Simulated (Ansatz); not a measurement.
C3H8OSi can be A, `CC(C)[Si]O`, or B, `O[SiH]1CCC1`.

Gas-phase electronic energies from Ansatz, PBE0-D4/def2-TZVP geometries. CCSD(T)/CBS adds triple-zeta CCSD(T) − MP2 to the extrapolated MP2 energy (def2 sets, frozen cores). Functionals use def2-TZVPP. B3LYP here is the variant with VWN-RPA as its local correlation; programs differ in this. Each species was taken in one conformer, which may not be the lowest.

A:

Z-matrix (Å, degrees):
```
C
C 1 1.520
H 1 1.095 2 111.8
H 1 1.095 2 112.3 3 119.8
H 1 1.096 2 111.4 3 -118.9
C 2 1.531 1 111.9 3 56.4
Si 2 1.927 1 117.3 3 -178.1
H 2 1.103 1 108.7 3 -61.9
H 6 1.094 2 112.0 1 179.8
H 6 1.095 2 111.4 1 -59.7
H 6 1.095 2 111.2 1 59.8
O 7 1.654 2 103.0 1 -0.3
H 12 0.963 7 118.5 2 0.1
```

B:

```xyz
13

O     1.915   -1.519   -0.273
Si    0.730   -0.416   -0.581
C     0.468    1.024    0.585
C    -1.050    0.757    0.377
C    -1.025   -0.746   -0.023
H     2.491   -1.765   -0.997
H     0.821   -0.001   -2.013
H     0.823    2.030    0.366
H     0.766    0.759    1.603
H    -1.425    1.359   -0.455
H    -1.671    0.982    1.247
H    -1.038   -1.379    0.869
H    -1.804   -1.084   -0.705
```

Question: Which isomer does CCSD(T)/CBS put lower? Give the gap. (Best estimate.)

Answer: The calculation gave: B, by 20.3 kcal/mol.

Question: Give E(B) − E(A) in kcal/mol with MP2/def2-TZVPP, B3LYP-D4, B3LYP, CCSD/def2-TZVPP, CCSD(T)/def2-TZVPP, ωB97M-V, PBE-D4. (Estimate.)

Answer: The calculation gave: MP2/def2-TZVPP -22.9, B3LYP-D4 -17.4, B3LYP -18.0, CCSD/def2-TZVPP -19.8, CCSD(T)/def2-TZVPP -19.5, ωB97M-V -19.4, PBE-D4 -18.8. None reverses the order clearly.

Largest T1 diagnostic: 0.013.

From PBE to PBE0 (25 % exact exchange), in def2-TZVPP and without D4, E(B) − E(A) moves by −3.1 kcal/mol.
